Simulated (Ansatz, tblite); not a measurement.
Removing an electron: (CdO)6 ring (Cd6O6). The state is a singlet with charge 0. Geometry: r2SCAN-D4/def2-SVP. Ansatz, gas phase; energy differences of separate SCF runs; the oxidised species was run as a doublet alone.

Cartesian coordinates in Å:
```
Cd -2.472 2.109 -0.746
O -3.785 1.023 0.230
Cd -3.092 -0.600 1.093
O -2.522 -2.246 2.000
Cd -0.623 -2.717 1.827
O 1.251 -3.296 1.727
Cd 2.470 -2.115 0.737
O 3.786 -1.019 -0.224
Cd 3.095 0.608 -1.081
O 2.527 2.259 -1.980
Cd 0.622 2.715 -1.830
O -1.258 3.279 -1.753
```

In the def2 sets Cd takes a core potential; there is no spin–orbit coupling. The xTB rows come from tblite. LC-ωPBE has ω = 0.4 bohr⁻¹. Single mean-field runs in def2-TZVP are fitted with def2-universal-jkfit.

```
           level  −HOMO (eV)  vertical IE (eV)  −LUMO (eV)  HOMO–LUMO gap (eV)
        GFN1-xTB       10.63             12.41        7.96                2.66
        GFN2-xTB       12.01             14.14        9.75                2.27
PBE-D4/def2-TZVP        5.82              7.70        3.52                2.30
```

Question: Estimate the rows for PBE0-D4/def2-TZVP, LC-ωPBE/def2-TZVP.

Answer: 
```tsv
level	−HOMO (eV)	vertical IE (eV)	−LUMO (eV)	HOMO–LUMO gap (eV)
PBE0-D4/def2-TZVP	7.26	8.53	2.75	4.51
LC-ωPBE/def2-TZVP	9.93	9.40	0.78	9.15
```

 Raw xTB energy differences between charge states are shifted by several eV; the methods need an empirical correction for them.
